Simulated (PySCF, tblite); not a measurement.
Isomers of C7H12Si. Calculated harmonic vibrations of the isolated species, GFN2-xTB (tblite), most abundant isotopes, no scaling. This tight-binding method is rough: wavenumbers can miss measured ones by several per cent, in bad cases by 10 to 20. Modes of hydrogen on silicon can be 10 to 20 % off. One conformer each.

Electronic energies: PBE0-D3(BJ)/def2-SVP at its own geometries (PySCF, gas phase).

```
             SMILES  electronic energy, lowest = 0 (kcal/mol)
  CCCC1=C[SiH2]C=C1                                       3.4
   C=CC[SiH]1CC=CC1                                       0.0
CC(C)C1=C[SiH2]C=C1                                       3.1
```

Problem. How do GFN2-xTB zero-point energies change the relative energies?

Solution. 
```csv
SMILES,ZPE (kcal/mol),of it from modes above 1550 cm⁻¹,electronic (kcal/mol),"with ZPE, lowest = 0 (kcal/mol)",lowest mode (cm⁻¹),rings
C=CC[SiH]1CC=CC1,103.0,55.6,0.0,0.0,32,1
CC(C)C1=C[SiH2]C=C1,102.4,54.4,3.1,2.5,52,1
CCCC1=C[SiH2]C=C1,102.6,54.2,3.4,3.0,57,1
```

The zero-point energies span 0.6 kcal/mol, from `CC(C)C1=C[SiH2]C=C1` to `C=CC[SiH]1CC=CC1`. The order is unchanged.

Problem. And how do the electronic energies of GFN2-xTB itself compare?

Solution. `C=CC[SiH]1CC=CC1` 11.0; `CC(C)C1=C[SiH2]C=C1` 0.0; `CCCC1=C[SiH2]C=C1` 0.7 kcal/mol, lowest = 0. Against the energies above, taken from the same isomer `C=CC[SiH]1CC=CC1`, the largest difference is 14.1 kcal/mol. The two levels were optimised apart and needn't hold the same conformer.

Problem. What do entropy and thermal enthalpy add at 298.15 K and 1 bar (rigid rotor, harmonic oscillator, one conformer each)?

Solution. 
```
             SMILES  point group  symmetry number  S (cal/(mol K))  H − H(0) (kcal/mol)  ZPE + H − H(0) − TS (kcal/mol)
   C=CC[SiH]1CC=CC1           C1                1             98.4                 6.71                            80.3
CC(C)C1=C[SiH2]C=C1           Cs                1             94.8                 6.68                            80.8
  CCCC1=C[SiH2]C=C1           C1                1             95.6                 6.62                            80.7
```
